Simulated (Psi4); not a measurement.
Psi4 was given this input:
```
memory 2 GB

molecule mol {
0 1
F    -1.798754    1.171437   -0.491576
C    -1.651994    0.158009    0.363205
C    -0.495275   -0.450400    0.550707
C     0.763124   -0.071613   -0.169002
F     1.732331    0.269328    0.718097
F     1.251034   -1.132439   -0.861202
H    -2.576235   -0.089558    0.864609
H    -0.414099   -1.265952    1.249842
H     0.633710    0.764607   -0.871782
}

set {
  basis cc-pvdz
  reference rhf
  freeze_core true
}

energy('ccsd(t)')
print_variables()
```

**Question.** Give the MP2 correlation energy at the level Psi4 with CCSD(T)/cc-pVDZ.

**Answer.** -0.9455 Eh

**Question.** What number of basis functions does CCSD(T)/cc-pVDZ give?

**Answer.** 99

**Question.** Predict the coupled-cluster correlation energy (without the perturbative part) from CCSD(T)/cc-pVDZ.

**Answer.** -0.9790 Eh

**Question.** What nuclear repulsion energy does CCSD(T)/cc-pVDZ give?

**Answer.** 237.3829 Eh

**Question.** Estimate the total energy that CCSD(T)/cc-pVDZ returns for this input.

**Answer.** -414.659836 Ha
